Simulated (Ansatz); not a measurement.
Consider the substitution at a C–C bond: `N=C([SiH3])CS` + `[SiH3]S` → `N=C([SiH3])S[SiH3]` + CH₃SH.

Isolated molecules relaxed with PBE0-D4/def2-TZVP in Ansatz; ΔE leaves out vibrations. CBS: MP2 limit from def2 TZ/QZ plus the TZ coupled-cluster correction, frozen cores. This one scheme is used for every species. DFT in def2-TZVPP. Each species was taken in one conformer, which may not be the lowest.

```csv
level,ΔE (kcal/mol)
r2SCAN-D4,-0.6
ωB97M-V,1.7
MP2/def2-TZVPP,1.5
SCS-MP2/def2-TZVPP,1.7
```

(1) What does CCSD(T)/CBS give? (An estimate is asked.)

Largest T1 diagnostic among the species: 0.014.

## Answers

(1) The calculation gave: +1.4 kcal/mol. The listed levels differ from it by -2.0, 0.3, 0.1, 0.3 kcal/mol.

From PBE to PBE0 (25 % exact exchange), in def2-TZVPP and without D4, ΔE moves by +1.7 kcal/mol. The D4 term adds −1.2 kcal/mol with B3LYP and −0.6 kcal/mol with PBE0; it sums over pairs of atoms, weighted by their polarisabilities, and B3LYP, whose exchange is more repulsive, gets the larger term. In def2-TZVPP, CCSD(T) changes the Hartree–Fock value by −1.8 kcal/mol (the triples alone add −0.8 kcal/mol) and MP2 by −2.4 kcal/mol.

CCSD(T)/CBS has its own doubt, a few kJ/mol and more with outer-core shells, so smaller differences from it don't rank the levels.

B3LYP here is the variant with VWN-RPA as its local correlation; programs differ in this.
